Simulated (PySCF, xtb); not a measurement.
C₄H₃FO₂, SMILES O=C1C=C(F)OC1. The values are those of a single conformer.

Harmonic wavenumbers (cm⁻¹) from GFN2-xTB (xtb) at its own minimum, in rising order: 164, 231, 349, 504, 516, 573, 609, 641, 781, 881, 898, 980, 1065, 1091, 1110, 1167, 1212, 1323, 1406, 1644, 1795, 2964, 2978, 3203.

What does PBE-D3(BJ)/def2-SVP (PySCF) give at its own minimum? (Estimate from the structure and the level; the computed values follow.)

151, 229, 366, 505, 533, 579, 651, 667, 750, 839, 931, 944, 1030, 1108, 1150, 1196, 1239, 1365, 1430, 1653, 1790, 3014, 3082, 3222. Paired by order, the mean absolute difference is 28 cm⁻¹ and the zero-point energies are 40.2 and 40.6 kcal/mol.
